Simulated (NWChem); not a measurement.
# Correlation energy of H₂INSi

```xyz
5

Si     1.1635     1.3106     0.0000
I     -0.7467    -0.3659     0.0000
N      2.4856     0.1919     0.0000
H      2.4369    -0.8330     0.0000
H      3.4526     0.5353     0.0000
```
Charge 0, spin multiplicity 1.

All runs are NWChem calculations. Structure: optimised with PBE/def2-SVP with def2 effective core potentials on I, a minimum by its harmonic frequencies. It is one conformer; others weren't searched.

Basis set: def2-SVP. Each correlation energy counts from its own Hartree-Fock reference.

Effective core potentials replace the inner electrons of I; spin-orbit coupling is left out. The correlated methods keep 10 core orbitals frozen. The structure started from a generated list of species. Coupled-cluster values serve here as a point of comparison, not as the truth.

**Question.** One of these methods gave a correlation energy of -359.7 mHa. Which?
A. CCSD
B. SCS-MP2
C. CCSD+T(CCSD)
D. CR-CCSD(T)

**Answer.** B, SCS-MP2. The others give -407.5 (CR-CCSD(T)), -398.3 (CCSD), -411.0 (CCSD+T(CCSD)).
